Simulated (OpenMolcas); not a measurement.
W4+ among 8 point charges of -0.6 e arranged as a cube (Oh), 2.26 Å from the ion.
```
   1.3048    1.3048    1.3048  -0.60
   1.3048    1.3048   -1.3048  -0.60
   1.3048   -1.3048    1.3048  -0.60
   1.3048   -1.3048   -1.3048  -0.60
  -1.3048    1.3048    1.3048  -0.60
  -1.3048    1.3048   -1.3048  -0.60
  -1.3048   -1.3048    1.3048  -0.60
  -1.3048   -1.3048   -1.3048  -0.60
```

```json
{
  "Program": "OpenMolcas",
  "Method": "CASSCF",
  "Basis": "ANO-RCC-VDZP [7s6p4d2f1g]",
  "Scalar Hamiltonian": "DKH2, point nucleus",
  "Active space": "2 electrons in 5 orbitals (5d)",
  "State averaging": "2S+1 = 3 even, 10 roots; 2S+1 = 1 even, 15 roots",
  "Spin-orbit coupling": "RASSI with atomic mean-field integrals over the reference wave functions"
}
```

**Question.** What is the spin-free ground state (labels of O, the rotations of Oh)?

**Answer.** 3A2, 1-fold in its orbital part, 100 % from free-ion F terms; it has the highest spin that d2 allows.

**Question.** Where is the first state of the same spin?

**Answer.** 3T2 at 2490 cm-1 above the ground state.

**Question.** What are the lowest two levels with spin-orbit coupling?

**Answer.** A 3-fold level T2, then a 2-fold level E 1101 cm-1 above it. Their leading multiplicities are 3 (93 %) and 3 (89 %).

**Question.** What is χT at 300 K, and how does it compare with the textbook value?

**Answer.** The lowest level has 2S+1 = 3, for which the spin-only value is χT = S(S+1) / 2 = 1.000 cm3 K/mol (g = 2). The computed 0.158 at 300 K differs by -0.842, through orbital momentum, spin-orbit coupling and any other state in reach.

**Question.** Which ligand-field parameters describe the states?

**Answer.** A least-squares ligand-field fit to the states below 45000 cm-1, each weighted by its degeneracy and with a free common offset, gives 10Dq = -2548 cm-1 (negative for this site), B = 790 cm-1 and C = 3180 cm-1 (C/B = 4.03), with an rms deviation of 31 cm-1. 

Spin-orbit coupling mixes the spin-free states strongly: the lowest level takes only 42 % from its leading state, 3T2, which lies 2488 cm-1 above the lowest spin-free state. Without dynamic correlation the repulsion within the d shell is too large (B by tens of per cent), so at a given field states of lower spin stand too high. The ground term spreads over less than 5000 cm-1, several times less than with real ligands, so orbital moments are less quenched and χT lies further from the spin-only value than at real sites. This is an electrostatic model: the charges have no orbitals. No measured value stands beside these numbers.
